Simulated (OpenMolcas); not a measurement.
Ionisation energies of technetium

```json
{
  "Program": "OpenMolcas 26.06",
  "Basis": "ANO-RCC-VDZP [6s5p3d1f]",
  "Scalar Hamiltonian": "DKH2, point nucleus",
  "Spin-orbit coupling": "state interaction with AMFI integrals over the reference wave functions, term energies averaged over their components"
}
```

Active shells in each charge state: the valence d, s shells, with orbitals averaged over the low states. Where CASPT2's correlated closed shells are named, they are those of the first ion.

A. CASSCF
B. SS-CASPT2, IPEA 0.25 Eh, imaginary shift 0.1 Eh (closed shells correlated: 4s 4p)
C. SS-CASPT2, IPEA 0 Eh, imaginary shift 0.1 Eh (closed shells correlated: 4s 4p)
D. SS-CASPT2, IPEA 0.25 Eh, imaginary shift 0.1 Eh (closed shells correlated: 3d 4s 4p)

Energies in eV between the lowest computed levels, named as in B; reference values from the NIST Atomic Spectra Database with their kind.

```json
{"From": "Tc 4d⁵ 5s² ⁶S_5/2", "To": "Tc+ 4d⁵ 5s ⁷S₃", "A": "4.831", "B": "7.202", "C": "7.313", "D": "7.220", "Spin-orbit share in B": "+0.000", "Reference": "7.119 (measured)"}
{"From": "Tc+ 4d⁵ 5s ⁷S₃", "To": "Tc2+ 4d⁵ ⁶S_5/2", "A": "14.328", "B": "15.190", "C": "15.281", "D": "15.202", "Spin-orbit share in B": "+0.000", "Reference": "15.260 (semi-empirical)"}
```

Other lowest levels: A, Tc 4d⁶ 5s ⁶D_9/2 to 4d⁵ 5s ⁷S₃.

Error against the reference values, in %:

```json
{"From": "Tc", "Reference": "measured", "A": "-32.1", "B": "+1.2", "C": "+2.7", "D": "+1.4"}
{"From": "Tc+", "Reference": "semi-empirical", "A": "-6.1", "B": "-0.5", "C": "+0.1", "D": "-0.4"}
```

Absolute error against the one measured value: A 2.29 eV, B 0.08 eV, C 0.19 eV, D 0.10 eV.

The lowest level within the active space need not be the ion's true ground level.
